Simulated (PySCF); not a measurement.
## A search over the determinants of CuO⁺

Unrestricted PBE0; Cu cc-pVDZ-PP with ECP10, O cc-pVDZ; scalar-relativistic core potentials (PySCF 2.14). Outer shells of the fragments: Cu+ 3d10; O 2s2 2p4.

Followed along the bond (rough minima from three points):

```csv
2Ms+1,unpaired,⟨S²⟩ at the start,R at minimum (Å),Te (eV)
3,π ↑↑,2.01,1.78,0.00
3,"σ ↑, π ↑",2.02,1.76,0.53
1,π ↑↓,1.01,1.76,0.59
1,"σ ↓, π ↑",1.01,1.74,0.87
5,"σ ↑↑, π ↑↑",6.01,none in the scan,≤ 2.89
```

Solutions found at the starting distance of 1.835 Å, counted from the lowest of them; the search is not exhaustive and high or unbound solutions are not listed, so other states can lie among these:

| 2Ms+1 | unpaired | term | E (eV) | ⟨S²⟩ | ⟨Lz²⟩ | μ (D) |
| --- | --- | --- | --- | --- | --- | --- |
| 3 | π ↑↑ | ³Σ⁻ | 0.00 | 2.01 | 0.00 | -2.08 |
| 3 | σ ↑, π ↑ | ³Π | 0.57 | 2.02 | 1.01 | -3.15 |
| 1 | π ↑↓ | mixed | 0.63 | 1.01 | 2.01 | -2.34 |
| 1 | σ ↓, π ↑ | mixed | 0.94 | 1.01 | 1.01 | -3.69 |
| 1 | none | mixed | 1.81 | 0.67 | 2.00 | -4.19 |
| 1 | π ↑, δ ↓ | mixed | 2.29 | 1.07 | 5.01 | -4.33 |
| 3 | π ↑, δ ↑ | mixed | 2.31 | 2.03 | 5.01 | -4.49 |
| 1 | π ↑, δ ↓ | mixed | 2.33 | 1.07 | 5.01 | -4.33 |
| 3 | π ↑, δ ↑ | mixed | 2.36 | 2.02 | 5.01 | -4.49 |
| 3 | π ↑↑ | mixed | 2.43 | 2.02 | 2.01 | -4.67 |
| 5 | σ ↑↑, π ↑↑ | ⁵Σ⁻ | 3.12 | 6.01 | 0.00 | 1.18 |
| 5 | σ ↑, π ↑↑, δ ↑ | ⁵Δ | 3.82 | 6.01 | 4.00 | 0.69 |
| 5 | σ ↑, π ↑↑↑ | ⁵Π | 4.01 | 6.00 | 1.00 | 0.94 |
| 5 | σ ↑↑, π ↑, δ ↑ | mixed | 4.67 | 6.00 | 4.90 | 0.09 |

A term symbol is given only where ⟨S²⟩ and ⟨Lz²⟩ are close to those of a pure state; real π, δ and φ orbitals otherwise mix terms. A positive dipole points towards O; it is taken about the centre of mass and depends on that origin.

With d or f electrons several states lie close, and the lowest PBE0 determinant need not be the measured ground state.
